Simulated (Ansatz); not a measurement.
Computed with Ansatz on PBE0-D4/def2-TZVP structures; ΔE is electronic, products minus reactants. CBS: MP2 limit from def2 TZ/QZ plus the TZ coupled-cluster correction, frozen cores. Functionals use def2-TZVPP. B3LYP here is the variant with VWN-RPA as its local correlation; programs differ in this. def2 core potentials past Kr. For In outer-core shells are correlated without core-valence functions, which leaves a few kJ/mol of doubt a bond. Each species was taken in one conformer, which may not be the lowest.

Consider the ligand exchange at the In–C bond: `[InH2][CH]1C[SiH2]1` + ethylmethylamine → `CC[N](C)[InH2]` + `C1C[SiH2]1`.

```tsv
level	ΔE (kcal/mol)	difference from CCSD(T)/CBS
PBE-D4	-5.3	0.1
r2SCAN-D4	-5.3	0.1
PBE0-D4	-3.9	1.5
B3LYP-D4	-5.7	-0.3
ωB97X-V	-4.7	0.7
ωB97M-V	-4.4	1.0
B2PLYP	-5.0	0.4
PBE	-4.6	0.8
r2SCAN	-5.1	0.3
PBE0	-3.3	2.1
B3LYP	-4.6	0.8
HF/def2-TZVPP	-1.9	3.5
MP2/def2-TZVPP	-4.5	0.9
SCS-MP2/def2-TZVPP	-4.5	0.9
CCSD/def2-TZVPP	-4.3	1.1
CCSD(T)/def2-TZVPP	-4.9	0.5
HF/def2-QZVPP	-2.0	3.4
MP2/def2-QZVPP	-4.8	0.6
SCS-MP2/def2-QZVPP	-4.8	0.6
HF/CBS(def2)	-2.0	3.4
MP2/CBS(def2)	-5.0	0.4
CCSD/CBS(def2)	-4.9	0.5
CCSD(T)/CBS	-5.4	0
```

Largest T1 diagnostic among the species: 0.016.

In def2-TZVPP, CCSD(T) changes the Hartree–Fock value by −3.0 kcal/mol (the triples alone add −0.6 kcal/mol) and MP2 by −2.6 kcal/mol. The D4 term adds −1.1 kcal/mol with B3LYP and −0.6 kcal/mol with PBE0; it sums over pairs of atoms, weighted by their polarisabilities, and B3LYP, whose exchange is more repulsive, gets the larger term. From PBE to PBE0 (25 % exact exchange), in def2-TZVPP and without D4, ΔE moves by +1.3 kcal/mol.
